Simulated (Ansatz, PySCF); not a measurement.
CH8FNOSi2, SMILES [Si@@H](N[SiH2]C)(O)F. Atoms are numbered in the order given.

```xyz
14

C      2.6292     1.5220    -0.2893
Si     1.6598    -0.0127     0.1734
N      0.0606     0.4240     0.7485
Si    -1.4363    -0.2215     0.2492
O     -1.2511    -1.8487     0.0444
F     -1.9233     0.3530    -1.1946
H      2.1110     2.0865    -1.0794
H      2.7589     2.1869     0.5795
H      3.6327     1.2532    -0.6552
H      1.4587    -0.8968    -1.0102
H      2.4183    -0.7698     1.2191
H      0.0108     1.1514     1.4564
H     -2.4946     0.1591     1.2140
H     -1.7748    -2.2574    -0.6508
```
Charge 0, spin multiplicity 1.

Geometry optimised at PBE0-D3(BJ)/def2-SVP. The structure was generated by enumeration; whether it is a known compound was not checked. The values are those of a single conformer.

Two levels are set side by side: PBE-D3(BJ)/def2-SVP (Ansatz, an electronic-structure program) and PBE0-D3(BJ)/def2-SVP (Ansatz). Each level has its own optimised geometry; the coordinates shown are those of the second. Frequencies come from the Hessian of PySCF at each geometry. Differences are taken from unrounded values.

```
quantity                            PBE0-D3(BJ)  PBE-D3(BJ)  PBE-D3(BJ) minus PBE0-D3(BJ)
----------------------------------  -----------  ----------  ----------------------------
mean bond length (Å)                      1.413       1.424                         0.011
bond C1–Si2 (Å)                           1.873       1.885                         0.011
bond Si2–N3 (Å)                           1.755       1.767                         0.012
bond N3–Si4 (Å)                           1.705       1.718                         0.013
bond Si4–O5 (Å)                           1.650       1.668                         0.017
bond Si4–F6 (Å)                           1.628       1.644                         0.016
bond C1–H7 (Å)                            1.101       1.109                         0.008
bond C1–H8 (Å)                            1.102       1.110                         0.008
bond C1–H9 (Å)                            1.101       1.109                         0.008
bond Si2–H10 (Å)                          1.491       1.501                         0.010
bond Si2–H11 (Å)                          1.497       1.508                         0.011
bond N3–H12 (Å)                           1.016       1.025                         0.008
bond Si4–H13 (Å)                          1.482       1.494                         0.012
bond O5–H14 (Å)                           0.961       0.973                         0.011
highest harmonic wavenumber (cm⁻¹)         3939        3770                          -169
mean harmonic wavenumber (cm⁻¹)            1185        1146                           -39
zero-point energy (kcal/mol)              60.98       58.96                         -2.01
```

Exact exchange shortens and stiffens bonds; PBE has none. Differences between two approximate levels are no errors against the true value.
